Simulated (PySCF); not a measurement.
Gas-phase reaction: 2 Sn(OH)2 + 3 F2 = 2 SnF3 + 2 O2 + 2 H2

Computed with PySCF and rigid-rotor harmonic-oscillator thermochemistry at 1 bar. † marks an energy on the PBE0/def2-TZVP geometry and frequencies; other levels use their own. CCSD(T) freezes the core. Open shells (unrestricted): SnF3 (multiplicity 2), O2 (multiplicity 3); the rest are closed-shell singlets. B3LYP is the form with VWN-RPA correlation. Sn: scalar-relativistic def2 core potential, no spin-orbit coupling. Sn(OH)2, SnF3: computed as isolated molecules; such fragments, hydroxides, amides, oligomers or adducts are transient or little studied in the gas. CCSD(T) isn't extrapolated to the basis-set limit; its ΔH°(298 K) is -684.6 kJ in def2-SVP and -621.3 kJ in def2-TZVPP. The harmonic model lacks anharmonicity and excited electronic states, which grow with temperature; levels with a mode under 35 cm⁻¹ are left out. Internal rotation in Sn(OH)2 is treated as a harmonic vibration of one conformer, which makes the entropy rough.

```
level                ΔE electronic, kJ  ΔH°(298 K), kJ  ΔS°(298 K), J/K  ΔG°(1200 K), kJ
-------------------  -----------------  --------------  ---------------  ---------------
B3LYP/def2-TZVP†                  -647            -689              107             -826
CCSD(T)/def2-TZVPP†               -580            -621              107             -759
HF/def2-TZVP†                     -949            -991              107            -1128
M06-2X/def2-TZVP†                 -706            -748              107             -885
PBE/def2-SVP                      -613            -651              112             -794
PBE0/def2-QZVP†                   -654            -696              107             -833
PBE0/def2-TZVP                    -659            -700              107             -837
LDA/def2-TZVP†                    -535            -577              107             -714
ωB97M-V/def2-TZVP†                -624            -665              107             -803
```
ΔH° is lowest at HF/def2-TZVP† and highest at LDA/def2-TZVP†. No reference value is set beside these.
